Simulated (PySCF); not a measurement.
**Computed spin Hamiltonian**

Species: C6H9FNO (doublet state).
Geometry (GFN2-xTB, Å), atoms numbered from 1 in this order:
```xyz
18
C6H9FNO angstrom
C      2.589   -0.081   -0.419
C      1.186   -0.311    0.121
C      0.122    0.297   -0.829
N      0.283    1.714   -0.937
O     -0.863    2.300   -0.533
C     -1.779    1.370   -0.194
C     -1.296    0.127   -0.345
C     -1.963   -1.176   -0.102
F     -3.261   -0.996    0.301
H      2.729   -0.608   -1.360
H      2.746    0.980   -0.590
H      3.329   -0.439    0.293
H      1.082    0.161    1.099
H      0.987   -1.379    0.224
H      0.284   -0.158   -1.820
H     -2.733    1.730    0.136
H     -1.992   -1.783   -1.016
H     -1.460   -1.742    0.693
```

The hyperfine couplings belong to this conformer and change with its torsions.

The species is `CC[C@@H]1[N]OC=C1CF` [radical].

Theory: UKS B3LYP, pcH-1 on C F H N O, non-relativistic, mean-field spin-orbit, GIAO (PySCF 2.14.0). Geometry: GFN2-xTB, one conformer, isolated molecule. Couplings are sensitive to structure, and on GFN2-xTB geometries they can be far from those on DFT ones. No stability test was run, so a lower SCF solution isn't excluded.

* g1, g2, g3: 2.00201, 2.00473, 2.00629
* g_iso: 2.00434
* Form of g: rhombic: the two nearest values differ by 36 % of g3 − g1
* ⟨S²⟩: 0.7571 (exact 0.7500)
* α and β electrons: 35, 34
* HOMO–LUMO gap, α and β orbitals: 5.59, 4.90 eV
* Total energy: -463.78358 Eh
* Basis functions: 315

Isotropic coupling and dipolar principal values T1 to T3, in MHz; ρ(0) is the spin density at the nucleus:

```csv
atom,isotope,a_iso,T1,T2,T3,Mulliken spin population,ρ(0) (bohr⁻³)
C1,13C,-2.0,-0.7,-0.5,1.2,0.00,-0.0018
C2,13C,84.5,-7.4,-7.1,14.6,0.06,0.0751
C3,13C,-36.8,-2.9,-0.7,3.6,-0.07,-0.0327
N4,14N,32.4,-38.9,-36.8,75.7,0.73,0.1001
O5,17O,-21.4,-69.1,32.8,36.3,0.14,0.0353
C6,13C,-14.6,-12.3,4.6,7.7,-0.07,-0.0130
C7,13C,10.7,-10.8,-7.3,18.1,0.12,0.0095
C8,13C,-4.8,-0.4,-0.3,0.7,-0.01,-0.0043
F9,19F,-1.6,-1.2,-0.8,2.0,0.00,-0.0004
H10,1H,0.3,-1.7,-1.6,3.3,0.00,0.0001
H11,1H,0.6,-3.5,-3.1,6.6,0.00,0.0001
H12,1H,2.8,-1.4,-1.0,2.4,0.00,0.0006
H13,1H,-5.9,-5.7,-2.2,7.9,0.00,-0.0013
H14,1H,4.9,-4.2,-2.1,6.2,0.01,0.0011
H15,1H,156.7,-5.3,-3.5,8.8,0.07,0.0351
H16,1H,2.0,-3.1,-1.5,4.6,0.00,0.0004
H17,1H,9.8,-1.4,-1.3,2.7,0.01,0.0022
H18,1H,11.9,-1.4,-1.2,2.6,0.00,0.0027
```

The largest Mulliken spin populations are on N4 (+0.73), O5 (+0.14), C7 (+0.12) and C6 (-0.07). N4 is the only atom above +0.15.

Axes: g2 points within 2° of the O5–C6 bond.

Under fast tumbling the dipolar parts average out, and these isotropic splittings remain (the largest six): 1 × 1H (H15, I = 1/2, 2 lines) with 5.58 mT, 1 × 14N (N4, I = 1, 3 lines) with 1.15 mT, 1 × 1H (H18, I = 1/2, 2 lines) with 0.42 mT, 1 × 1H (H17, I = 1/2, 2 lines) with 0.35 mT, 1 × 1H (H13, I = 1/2, 2 lines) with 0.21 mT and 1 × 1H (H14, I = 1/2, 2 lines) with 0.17 mT.

Nuclei that the bonding pattern makes equivalent are averaged, as if the motion that swaps them (rotation, inversion, ring flip) were fast.

The 13C coupling of C2 (84.5 MHz) shows only in satellite lines or after enrichment, since that isotope makes up about 1.07 % of natural carbon.

The 17O coupling of O5 (-21.4 MHz) shows only in satellite lines or after enrichment, since that isotope makes up about 0.038 % of natural oxygen.
